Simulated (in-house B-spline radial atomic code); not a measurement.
**Pt2+: [He] 2s1 2p6 3s2 3p6 3d10 4s2 4p6 4d10 4f14 5s2 5p6 5d9 (with a hole in an inner shell)**

All numbers are computed (Dirac-Hartree-Fock, average of configuration; Fermi nucleus of rms radius 5.427 fm) with a radial B-spline atomic code at the basis-set limit, not measured.

Z_r = [3n² - l(l+1)]/(2<r>); Z_e = n√(-2ε); the last column is Slater's effective charge. Values are occupation-weighted means over j. An effective charge above Z reflects the relativistic contraction of the inner shells.

```csv
shell,electrons,ε (eV),<r> (bohr),Z_r,Z_e,Slater
1s,2,-79251,0.01715,87.47,76.32,77.70
2s,1,-14245,0.07162,83.78,64.72,74.20
2p,6,-12461,0.06443,77.61,60.53,74.20
3s,2,-3448.2,0.1847,73.08,47.76,67.60
3p,6,-2925.1,0.1851,67.54,43.99,67.60
3d,10,-2307,0.1682,62.44,39.06,57.85
4s,2,-800.86,0.4106,58.45,30.69,51.25
4p,6,-622.19,0.4338,53.02,27.05,51.25
4d,10,-388.08,0.4583,45.82,21.36,39.85
5s,2,-146.63,0.9504,39.46,16.41,21.35
4f,14,-126.78,0.494,36.44,12.21,28.45
5p,6,-95.984,1.081,33.76,13.28,21.35
5d,9,-33.621,1.479,23.32,7.86,8.20
```

The least bound orbital is 5d5/2 at -32.9 eV, and it is also the most diffuse (<r> = 1.501 bohr). The part-filled 2s shell lies below the filled 5p shell in orbital energy.

Spin-orbit splittings of the orbital energies (j = l + 1/2 above j = l - 1/2 when positive): 2p 1751 eV, 3p 395.2 eV, 3d 86.26 eV, 4p 96.02 eV, 4d 18.57 eV, 4f 4.037 eV, 5p 16.52 eV, 5d 1.798 eV.

For the 1s electron the small component carries 8.75 % of the norm, the zero-frequency Breit interaction raises the level by 282.5 eV, self-energy by 184.7 eV, and vacuum polarisation lowers it by 37.09 eV.
